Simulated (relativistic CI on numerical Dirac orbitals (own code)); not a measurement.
**Rh⁷⁺: resonant inelastic scattering at the M2,3 edge**

Computed with this model: Dirac-Coulomb-Breit CI, orbitals from a KLI potential per configuration, model QED, valence Slater integrals scaled by 0.8, Kramers-Heisenberg scattering through one core-hole configuration in a parametric crystal field; configurations [Kr] 4d2 → [Ne] 3s2 3p5 3d10 4s2 4p6 4d3; 10 K; core-hole width 2 eV; summed over polarisations. Incident energies are the highest absorption maxima for each field (at most a few, so the weaker spin-orbit partner edge can be absent), on the computed scale of the free ion. Intensities are in per cent of the strongest line above 0.02 eV; levels within 1 cm⁻¹ are merged; final levels count from the ground level, the first row holds all elastic scattering, lines under 0.4 are left out and each table stops after 24 rows. The scale of the Slater integrals is a model choice and moves the terms in proportion.

Field parameters in Wybourne normalisation: Oh B⁴₀ = 21Dq, B⁴₄ = √(5/14) B⁴₀. The field is a parameter set, without covalency.

S is read from ⟨S²⟩ = S(S + 1).

Oh, 10Dq = 8500 cm⁻¹:

| Final level (eV) | Degeneracy | Irrep | S | 513.5 eV |
| --- | --- | --- | --- | --- |
| 0.000 | 2 | E | 0.99 | 3550.2 |
| 0.073 | 3 | T2 | 0.98 | 70.5 |
| 0.451 | 3 | T1 | 1.00 | 4.8 |
| 0.662 | 1 | A1 | 0.99 | 24.0 |
| 1.080 | 3 | T2 | 0.95 | 14.8 |
| 1.370 | 3 | T1 | 0.99 | 29.9 |
| 1.423 | 2 | E | 0.99 | 25.8 |
| 1.980 | 2 | E | 0.21 | 100.0 |
| 2.011 | 3 | T2 | 0.28 | 68.7 |
| 2.353 | 3 | T2 | 0.95 | 19.8 |
| 2.489 | 1 | A1 | 0.98 | 28.9 |
| 2.680 | 3 | T1 | 1.00 | 65.2 |
| 2.937 | 3 | T2 | 0.86 | 19.9 |
| 2.981 | 2 | E | 0.91 | 12.2 |
| 3.330 | 3 | T2 | 0.29 | 2.5 |
| 3.434 | 1 | A1 | 0.05 | 6.9 |
| 3.532 | 3 | T1 | 0.02 | 3.3 |
| 4.257 | 2 | E | 0.07 | 2.6 |
| 7.091 | 1 | A1 | 0.03 | 1.3 |

Oh, 10Dq = 19250 cm⁻¹:

| Final level (eV) | Degeneracy | Irrep | S | 513.5 eV | 538.5 eV |
| --- | --- | --- | --- | --- | --- |
| 0.000 | 2 | E | 0.99 | 2030.1 | 151.7 |
| 0.037 | 3 | T2 | 0.99 | 39.6 | 22.6 |
| 0.387 | 3 | T1 | 1.00 | 14.9 | 5.7 |
| 0.544 | 1 | A1 | 0.99 | 22.8 | 33.4 |
| 1.761 | 3 | T2 | 0.31 | 10.2 | 30.8 |
| 1.914 | 2 | E | 0.07 | 70.9 | 11.9 |
| 2.317 | 1 | A2 | 1.00 | 4.9 | 6.8 |
| 2.484 | 3 | T2 | 0.88 | 100.0 | 12.6 |
| 2.508 | 3 | T1 | 1.00 | 43.2 | 13.4 |
| 2.534 | 2 | E | 1.00 | 25.8 | 13.2 |
| 3.485 | 1 | A1 | 0.72 | 30.1 | 28.9 |
| 3.797 | 3 | T1 | 1.00 | 58.1 | 11.5 |
| 3.928 | 3 | T2 | 0.84 | 24.0 | 4.8 |
| 3.939 | 1 | A1 | 0.50 | 3.7 | 0.4 |
| 4.027 | 2 | E | 0.98 | 6.8 | 0.7 |
| 4.322 | 3 | T2 | 0.47 | 3.1 | 4.6 |
| 4.703 | 3 | T1 | 0.02 | 1.7 | 3.7 |
| 4.963 | 3 | T2 | 0.91 | 1.6 | 0.5 |
| 6.703 | 2 | E | 0.03 | 0.5 | 0.1 |

Oh, 10Dq = 29950 cm⁻¹:

| Final level (eV) | Degeneracy | Irrep | S | 512.3 eV | 514.4 eV | 539.2 eV |
| --- | --- | --- | --- | --- | --- | --- |
| 0.000 | 2 | E | 0.99 | 916.9 | 1123.3 | 122.8 |
| 0.023 | 3 | T2 | 0.99 | 57.4 | 16.2 | 18.5 |
| 0.353 | 3 | T1 | 1.00 | 42.3 | 4.5 | 5.9 |
| 0.491 | 1 | A1 | 0.99 | 4.1 | 26.2 | 10.4 |
| 1.813 | 3 | T2 | 0.07 | 12.7 | 25.7 | 9.1 |
| 1.869 | 2 | E | 0.05 | 40.0 | 18.0 | 4.7 |
| 3.574 | 1 | A2 | 1.00 | 0.9 | 12.5 | 7.7 |
| 3.658 | 3 | T2 | 0.98 | 26.6 | 100.0 | 17.5 |
| 3.756 | 3 | T1 | 1.00 | 9.7 | 41.4 | 17.0 |
| 3.769 | 2 | E | 1.00 | 6.1 | 27.7 | 16.1 |
| 3.838 | 1 | A1 | 0.12 | 9.6 | 59.1 | 29.6 |
| 4.974 | 1 | A1 | 0.96 | 0.2 | 1.7 | 4.3 |
| 5.028 | 3 | T1 | 1.00 | 10.5 | 60.0 | 12.5 |
| 5.144 | 3 | T2 | 0.88 | 4.3 | 30.9 | 6.9 |
| 5.234 | 2 | E | 0.99 | 2.4 | 6.0 | 0.7 |
| 5.601 | 3 | T2 | 0.30 | 0.7 | 1.6 | 2.6 |
| 5.959 | 3 | T1 | 0.02 | 0.5 | 2.0 | 3.5 |
| 7.470 | 3 | T2 | 0.99 | 0.1 | 0.7 | 0.3 |

For the first field the strongest loss at the lowest incident energy is the level at 1.98 eV (S = 0.21, against 0.99 in the thermal ground state). Levels of other spin, the first over 8 % at 1.98 eV, appear because spin-orbit coupling of the core hole, and in heavier ions of the valence shell too, mixes spins.
